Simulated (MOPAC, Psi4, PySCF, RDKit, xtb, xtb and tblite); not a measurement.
Two geometries of SMILES C([SiH2]C(OC)=O)C#C, relaxed at GFN2-xTB with one dihedral held; other torsions can differ between them too.

Structure A

```
16

C     -4.2086    -0.5589     0.5317
C     -3.1076    -0.5779     0.0627
C     -1.7770    -0.5986    -0.4932
Si    -0.5187     0.3049     0.6320
C      1.1743     0.1884    -0.2624
O      1.5489     0.8813    -1.1763
O      1.9149    -0.7971     0.2593
C      3.2010    -1.0140    -0.3125
H     -5.1788    -0.5486     0.9293
H     -1.4744    -1.6399    -0.6380
H     -1.7994    -0.1244    -1.4787
H     -0.3828    -0.3689     1.9230
H     -0.8726     1.7191     0.7578
H      3.6490    -1.8365     0.2386
H      3.8084    -0.1115    -0.2209
H      3.1045    -1.2656    -1.3706
```

Structure B

```
16

C     -4.2394    -0.4818     0.5247
C     -3.1359    -0.5511     0.0661
C     -1.8020    -0.6306    -0.4756
Si    -0.5132     0.2437     0.6275
C      1.1635     0.1239    -0.2997
O      1.3276    -0.0852    -1.4772
O      2.1714     0.3372     0.5528
C      3.4906     0.3182     0.0145
H     -5.2118    -0.4280     0.9133
H     -1.5368    -1.6844    -0.6022
H     -1.7964    -0.1793    -1.4721
H     -0.3510    -0.4033     1.9300
H     -0.8251     1.6670     0.7880
H      4.1670     0.4665     0.8519
H      3.6069     1.1165    -0.7210
H      3.6828    -0.6395    -0.4731
```

**Question.** Which is lower in energy at the level B3LYP-D3(BJ)/def2-SVP // GFN2-xTB run with Psi4, and by how much?

**Answer.** B is lower, by 4.17 kJ/mol (dihedral C3–Si4–C5–O6: 80° in A, 20° in B).

E(B) − E(A) in kJ/mol at the other levels, on the same two geometries: GFN2-xTB (xtb and tblite) -0.68; MMFF94 // GFN2-xTB (RDKit) -0.59; B3LYP/def2-SVP // GFN2-xTB (Psi4) -4.16; PBE/def2-SVP // GFN2-xTB (Psi4) -4.23; PBE-D3(BJ)/def2-SVP // GFN2-xTB (Psi4) -4.20; UFF // GFN2-xTB (RDKit) 3.66; AM1, restricted, heats of formation // GFN2-xTB (MOPAC) -1.62; PM3, restricted, heats of formation // GFN2-xTB (MOPAC) -1.89; GFN1-xTB // GFN2-xTB (xtb) -0.51; restricted B3LYP/6-31G*, spherical d, density fitting // GFN2-xTB (PySCF) -3.30; restricted B3LYP/3-21G, density fitting // GFN2-xTB (PySCF) -3.17; restricted B3LYP/6-311+G**, spherical d, density fitting // GFN2-xTB (PySCF) -3.45; restricted BP86/6-31G*, spherical d, density fitting // GFN2-xTB (PySCF) -3.09.

MMFF94 has few fitted parameters for silicon.
